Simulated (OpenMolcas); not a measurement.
**3d6 along the 24-electron sequence**

- Program: OpenMolcas
- Method: SS-RASPT2, IPEA 0.25 Eh, imaginary shift 0.1 Eh
- Basis: ANO-RCC-VQZP
- Scalar Hamiltonian: DKH2, point nucleus
- Spin-orbit coupling: state interaction with AMFI integrals over the reference wave functions, term energies averaged over their components

Active space for each ion: 12 electrons in 8 orbitals (RAS1 3p, at most 2 holes; RAS2 3d); closed shells correlated by CASPT2: 3s.

Computed levels in cm-1 above 5D4:

| Level | Fe2+ | Co3+ | Ni4+ | Cu5+ |
| --- | --- | --- | --- | --- |
| 5D3 | 438 | 622 | 856 | 1136 |
| 5D2 | 744 | 1052 | 1437 | 1893 |
| 5D1 | 941 | 1327 | 1807 | 2370 |
| 5D0 | 1037 | 1462 | 1988 | 2610 |
| 3P2(1) | 19380 | 23380 | 26550 | 29840 |
| 3H6 | 19590 | 23700 | 26990 | 30480 |
| 3H5 | 19810 | 24010 | 27390 | 30970 |
| 3H4 | 19970 | 24220 | 27640 | 31220 |
| 3P1(1) | 20680 | 25220 | 29080 | 33190 |
| weight of 5D in the lowest level (%) | 100 | 100 | 100 | 100 |

Measured, with the error of the calculation in %. Measured levels: Fe2+ from Corliss and Sugar, J. Phys. Chem. Ref. Data 11, 135 (1982); Co3+ from Sugar and Corliss, J. Phys. Chem. Ref. Data 10, 1097 (1981); Ni4+ from Corliss and Sugar, J. Phys. Chem. Ref. Data 10, 197 (1981); Cu5+ from Sugar and Musgrove, J. Phys. Chem. Ref. Data 19, 527 (1990).

| Level | Fe2+ | Co3+ | Ni4+ | Cu5+ |
| --- | --- | --- | --- | --- |
| 5D3 | 436 (+0.4) | 639 (-2.6) | 890 (-3.8) | 1196 (-5.0) |
| 5D2 | 739 (+0.7) | 1078 (-2.3) | 1490 (-3.5) | 1987 (-4.7) |
| 5D1 | 932 (+0.9) |  | 1872 (-3.4) | 2490 (-4.7) |
| 5D0 | 1027 (+0.9) | 1494 (-2.1) | 2058 (-3.4) | 2733 (-4.6) |
| 3P2(1) | 19405 (-0.1) | 22883 (+2.2) | 26153 (+1.5) | 29285 (+1.9) |
| 3H6 | 20051 (-2.3) | 23680 (+0.1) | 27111 (-0.4) | 30418 (+0.2) |
| 3H5 | 20301 (-2.4) | 24032 (-0.1) | 27578 (-0.7) | 31009 (-0.1) |
| 3H4 | 20482 (-2.5) | 24272 (-0.2) | 27859 (-0.8) | 31288 (-0.2) |
| 3P1(1) | 20688 (0) | 24729 (+2.0) | 28698 (+1.3) | 32685 (+1.6) |

The fine-structure level 5D0 changes by a factor of 2.52 from Fe2+ to Cu5+. Its fourth root runs 5.67, 6.18, 6.68, 7.15, with steps per unit of Z of 0.51, 0.49, 0.47; equal steps would mean a (Z - σ)^4 law with constant σ.

3P2(1) changes by a factor of 1.54 over the same range, with steps per unit of Z of +4000, +3170, +3290 cm-1.

CASPT2 breaks the degeneracy within a term, and the mean is taken; among the terms shown or strongly mixed into the levels shown the widest spread is 41 cm-1 (3d6 3H, Fe2+). Active for correlation alone: 3p; no level in the range computed is led by a configuration that opens it, so any true level of that kind is missing. Measured partners are found by configuration, term and J. A level has none where our copy of the source lacks it or the pairing is in doubt (some pairs that miss far off the trend of their configuration count as doubtful), and it then counts in no deviation. Levels of configurations outside the active space are missing.

A number in round brackets counts repeated terms of one configuration in the order of the reference energies.
